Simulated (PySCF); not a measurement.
Electron correlation in F²⁺ (fluorine, charge +2)

[He] 2s2 2p3, high-spin 4S determinant. All numbers are calculated (PySCF 2.14, scalar relativity by spin-free X2C-1e, in aug-cc-pVDZ-DK). Frozen: 1s2; 5 electrons correlated.

MP2 pair energies summed by pair of shells (mhartree):

```json
{"pair": "2s-2p", "energy": "-47.76", "share (%)": "67.8"}
{"pair": "2p-2p", "energy": "-15.61", "share (%)": "22.2"}
{"pair": "2s-2s", "energy": "-7.06", "share (%)": "10.0"}
```

Total MP2 correlation energy: -70.42 mhartree.

Same-spin part -17.94 and opposite-spin part -52.48 mhartree; SCS-MP2 scales them by 1/3 and 6/5 to -68.96 mhartree.

```
  level  correlation energy (mhartree)
   CCSD                         -84.90
    (T)                          -0.51
CCSD(T)                         -85.41
```

Diagnostics: T1 = 0.0031, D1 = 0.0044, largest double amplitude 0.027.

Is a single reference adequate?

Yes: T1 lies below 0.03 and no double amplitude reaches 0.07.
